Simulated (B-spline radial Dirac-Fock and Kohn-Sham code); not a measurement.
# Binding energies of Br³⁺ in different valence configurations

Calculated with a B-spline atomic structure program, using Dirac-Fock energy differences between relaxed states, corrected for Breit and QED terms. The model has no electron correlation.

Reference: the tabulated ground configuration [Ar] 3d10 4s2 4p2, with 2s 1838.5 eV, 2p3/2 1600.9 eV, 3p3/2 235.1 eV, 3d3/2 118.6 eV, 4s 59.50 eV, 4p 45.30 eV, Kα1 11923.6 eV, Kβ1 13289.4 eV, Lα1 1483.3 eV.

Shifts from the reference in eV.

```tsv
configuration	average energy	2s	2p3/2	3p3/2	3d3/2	4s	4p	Kα1	Kβ1	Lα1
[Ar] 3d10 4s1 4p3	+14.56	+1.27	+1.57	+1.58	+1.55	+2.61	-0.37	-0.17	-0.19	+0.02
```
